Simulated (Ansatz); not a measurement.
Geometry optimisation, RHF/def2-SVP (Ansatz).

Input file:

```yaml
crystal:
  periodic: [false, false, false]
  atoms:
    - { symbol: Ge, position_ang: [-0.072583, -0.64751, -0.252279] }
    - { symbol: H, position_ang: [0.737179, 0.55955, 2.09299] }
    - { symbol: H, position_ang: [1.076983, 0.312467, -0.50836] }
    - { symbol: H, position_ang: [-1.302698, 0.022698, 0.342618] }
    - { symbol: Cl, position_ang: [-0.691406, -1.467072, -2.166258] }
    - { symbol: S, position_ang: [0.657534, -2.344285, 1.019196] }
    - { symbol: H, position_ang: [-0.134409, -3.265731, 0.473688] }
    - { symbol: H, position_ang: [0.816199, -0.101417, 2.344305] }
basis:
  gaussian: { orbitals: def2-SVP }
hamiltonian:
  xc: hf
relax:
  f_tol: 0.03
  max_steps: 50
```

Launched with:

```bash
$ ansatz run input.yaml --threads 1 --pin off --max-ram 2048MiB --backend cpu --events-out ev --progress --plain --runs-dir out
```

**Question.** Where does it end, and by what steps?

**Answer.** It converged. The force dipped under the threshold on the way, but the program's further checks kept it going. After 34 steps the energy has fallen by 0.223 eV; H2 moved furthest, 1.58 Å.

```
step  energy less start (eV)  largest force component (eV/Å)  accepted
   0                  0.0000                           1.485       yes
   2                 -0.1577                           0.193       yes
   4                 -0.1930                           0.425       yes
   6                 -0.2033                           0.229        no
   8                 -0.2161                           0.038       yes
  10                 -0.2164                           0.105       yes
  12                 -0.2164                           0.140       yes
  14                 -0.2171                           0.145       yes
  16                 -0.2162                           0.432        no
  18                 -0.2185                           0.251        no
  20                 -0.2194                           0.068       yes
  22                 -0.2200                           0.129       yes
  24                 -0.2206                           0.056       yes
  26                 -0.2215                           0.102       yes
  28                 -0.2225                           0.121       yes
  30                 -0.2229                           0.024       yes
  32                 -0.2232                           0.085       yes
  34                 -0.2235                           0.002       yes
```

```xyz
8
Properties=species:S:1:pos:R:3
Ge -0.173 -0.808 -0.843
H 1.008 0.684 3.641
H 0.864 0.207 -1.298
H -1.401 -0.188 -0.190
Cl -0.884 -1.865 -2.599
S 0.860 -2.198 0.547
H -0.232 -2.870 0.921
H 1.044 0.108 3.167
```

The run took 46 s on 1 thread of Intel(R) Xeon(R) 6975P-C (Granite Rapids) (shared host), peak memory 0.2 GiB.
